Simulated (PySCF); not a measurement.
## Electronic structure of Cu(2+) (copper, charge +2) at the PBE level

Configuration: [Ar] 3d8 4p1, one real determinant (an excited configuration). All numbers are calculated (PySCF 2.14, scalar relativity by spin-free X2C-1e, in aug-cc-pwCVTZ-DK with one added diffuse shell each of s, p, d, f, g type (11s10p8d5f4g, 152 functions)).

```json
{
  "Total energy": "-1652.939 hartree",
  "One-electron energy": "-2269.650 hartree",
  "Hartree (Coulomb) energy": "683.531 hartree",
  "Exchange-correlation energy": "-66.820 hartree",
  "⟨S²⟩": "3.7503",
  "⟨L²⟩": "14.009",
  "Sum of ⟨r⟩": "17.15 bohr",
  "Sum of ⟨r²⟩": "20.73 bohr²",
  "Traceless quadrupole moment −½Σ⟨3z² − r²⟩ along its main axis": "-3.13 e·bohr²",
  "Langevin diamagnetic susceptibility": "-16.4 ×10⁻⁶ cm³/mol"
}
```

```csv
shell,electrons,mean orbital energy (eV),spread (eV),"rms radius, mean of both spins (bohr)"
1s α,1,-8877.4,0,0.0601
1s β,1,-8877.4,0,0.0601
2s α,1,-1098.1,0,0.255
2s β,1,-1096.7,0,0.255
2p α,3,-952.52,0.092,0.229
2p β,3,-951.49,0.159,0.229
3s α,1,-150.52,0,0.758
3s β,1,-147.79,0,0.758
3p α,3,-107.67,0.349,0.800
3p β,3,-104.98,0.479,0.800
3d α,5,-38.932,1.685,0.979
3d β,3,-36.928,0.396,0.979
4p α,1,-18.712,0,2.76
```

⟨L²⟩ = 14.01 against 20 for a pure G term, so this real determinant mixes terms.

Densities and radii are taken from the X2C orbitals without a picture-change correction, which distorts them close to the nucleus.
